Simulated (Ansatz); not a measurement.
```yaml
crystal:
  periodic: [false, false, false]
  atoms:
    - {symbol: Si, position_ang: [-0.039177, -0.667667, -1.232573]}
    - {symbol: H, position_ang: [-1.146292, -0.585398, -2.226372]}
    - {symbol: H, position_ang: [1.021755, -1.572757, -1.757377]}
    - {symbol: S, position_ang: [-0.737053, -1.275870, 0.714354]}
    - {symbol: Si, position_ang: [0.038792, 0.667561, 1.232647]}
    - {symbol: H, position_ang: [-1.020262, 1.573538, 1.759652]}
    - {symbol: H, position_ang: [1.147656, 0.583882, 2.224410]}
    - {symbol: S, position_ang: [0.734580, 1.276721, -0.714743]}
basis:
  gaussian: {orbitals: cc-pVTZ, final_grid: {core_spheres: 20, valence_spheres: 16, degree: 47}}
total_charge: 1
magnetization: {spin_polarized: true, initial_magnetization: 1}
hamiltonian: {xc: {name: r2SCAN}}
output: {forces: true}
```

```sh
$ ansatz run in.yaml --threads 4 --pin off --events-out ev --progress --plain --max-ram 3916MiB
```

Shortened log:

```
Functional definition: r2SCAN
1326 factors; their error is unknown
mean field evaluation 1: about -37481.2285 eV, gradient 2.0e1 eV
mean field evaluation 2: about -37479.7904 eV, gradient 2.4e1 eV
mean field evaluation 4: about -37481.9154 eV, gradient 1.4e1 eV
mean field evaluation 8: about -37483.5792 eV, gradient 1.9e-1 eV
mean field evaluation 16: about -37483.4993 eV, gradient 2.3e-3 eV
mean field evaluation 32: about -37483.2030 eV, gradient 1.5e-1 eV
mean field -37483.49931566 eV, -1377.4931926222 hartree, gradient 6.4e-5 eV, S^2 0.755920; 4 other end points of the search recorded, 0 dependent functions left out
reference -37483.49933024 eV, -1377.4931931578 hartree; 32, 31 occupied and 160, 161 virtual orbitals, 1326 factors
Total energy: -37483.49933024 eV, -1377.4931931578 hartree
Atom 0 at    -0.039177    -0.667667    -1.232573 Å, force    -0.005161    -0.065470    -0.121960 eV/Å
Atom 1 at    -1.146292    -0.585398    -2.226372 Å, force    -0.082059     0.100056     0.094888 eV/Å
Atom 2 at     1.021755    -1.572757    -1.757377 Å, force     0.089094     0.022125     0.131942 eV/Å
Atom 3 at    -0.737053    -1.275870     0.714354 Å, force    -0.209932    -0.366592     0.205210 eV/Å
Atom 4 at     0.038792     0.667561     1.232647 Å, force     0.002456     0.066416     0.121470 eV/Å
Atom 5 at    -1.020262     1.573538     1.759652 Å, force    -0.089147    -0.022561    -0.131493 eV/Å
Atom 6 at     1.147656     0.583882     2.224410 Å, force     0.081945    -0.100668    -0.094813 eV/Å
Atom 7 at     0.734580     1.276721    -0.714743 Å, force     0.212803     0.366694    -0.205244 eV/Å
Dipole moment:     0.000517    -0.000015    -0.000006 e Å
```

It took 37 s on 4 threads of Arm Neoverse V1 on a shared host, peak host memory 0.72 GiB.

The dipole of an ion depends on the origin.
